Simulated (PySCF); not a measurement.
Basis and Hamiltonian dependence of the excitation energy of S

S [Ne] 3s2 3p4 (3P) → S [Ne] 3s2 3p3 3d1 (5D). All values are computed (PySCF 2.14, energy differences of UHF-based or UKS calculations, no spin-orbit coupling). Values in eV.

| basis | Hamiltonian | functions | UHF | r2SCAN | PBE0 | MP2 (valence) | CCSD(T) (valence) | CCSD(T) (valence and next inner shell) |
| --- | --- | --- | --- | --- | --- | --- | --- | --- |
| aug-cc-pVTZ-DK | spin-free X2C | 50 | 8.739 | 9.272 | 9.237 | 9.292 | n/a | n/a |
| aug-cc-pV(T+d)Z | non-relativistic | 55 | 8.581 | 9.083 | 9.057 | 9.126 | 9.249 | n/a |
| aug-cc-pV(T+d)Z with one added diffuse shell each of s, p, d, f type | non-relativistic | 71 | 7.674 | 8.238 | 8.193 | 8.246 | 8.376 | n/a |
| aug-cc-pwCVTZ | non-relativistic | 75 | 8.572 | 9.070 | 9.048 | 9.119 | 9.243 | 9.260 |
| def2-QZVPPD | non-relativistic | 79 | 8.084 | 8.604 | 8.557 | 8.727 | 8.867 | 8.873 |
| aug-cc-pVQZ-DK | spin-free X2C | 84 | 8.244 | 8.780 | 8.741 | 8.843 | 8.970 | n/a |
| dyall-av3z | spin-free X2C | 84 | 8.731 | 9.255 | 9.229 | 9.290 | 9.413 | n/a |
| x2c-QZVPPall with one added diffuse shell each of s, p, d, f type | spin-free X2C | 86 | 8.266 | 8.782 | 8.739 | 8.860 | 8.990 | 8.996 |
| aug-cc-pV(Q+d)Z | non-relativistic | 89 | 8.140 | 8.653 | 8.619 | 8.733 | 8.863 | n/a |
| aug-cc-pCVTZ-DK with one added diffuse shell each of s, p, d, f type | spin-free X2C | 91 | 7.673 | 8.243 | 8.199 | 8.254 | 8.384 | n/a |
| aug-cc-pV(Q+d)Z with one added diffuse shell each of s, p, d, f, g type | non-relativistic | 114 | 7.557 | 8.159 | 8.109 | 8.235 | n/a | n/a |
| aug-cc-pCVQZ-DK | spin-free X2C | 134 | 8.156 | 8.666 | 8.632 | 8.754 | n/a | n/a |
| aug-cc-pwCVQZ | non-relativistic | 134 | 8.158 | 8.666 | 8.633 | 8.755 | n/a | n/a |

Frozen in the all-electron rows: valence: [Ne]; valence and next inner shell: 1s2.

At UHF, aug-cc-pVTZ-DK, aug-cc-pV(T+d)Z, aug-cc-pV(T+d)Z with one added diffuse shell each of s, p, d, f type, aug-cc-pwCVTZ, dyall-av3z, aug-cc-pCVTZ-DK with one added diffuse shell each of s, p, d, f type, aug-cc-pV(Q+d)Z with one added diffuse shell each of s, p, d, f, g type lie more than 0.3 eV from the median of the rows with comparable relativity.

Reference for a calculation without spin-orbit coupling: 8.392 eV (measured, between term centres; NIST).
